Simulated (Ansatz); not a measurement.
A structure relaxed at PBE-D4/def2-SVP in Ansatz, charge -1, doublet:

```xyz
6

Pb   -0.128   -2.258   -0.704
Pb   -0.744    1.332    2.300
Pb   -0.123    0.515   -2.308
Te    2.315   -0.671   -1.151
Te   -0.664   -1.521    2.124
Te   -0.655    2.602   -0.261
```

(1) Give its formula and point group.

(2) Summarise the bond lengths by kind (pairs closer than 1.2 times the sum of covalent radii, bridged metal pairs left out).

Answers

(1) Te3Pb3⁻. Point group Cs (tolerance 0.1 Å).

(2) 6 × Pb–Te 2.86 to 2.97 Å.

In the def2 sets Pb, Te take a core potential; there is no spin–orbit coupling. Another isomer (doublet) lies 0.50 eV lower at PBE0-D4/def2-TZVPD; other spin states weren't run for this one.
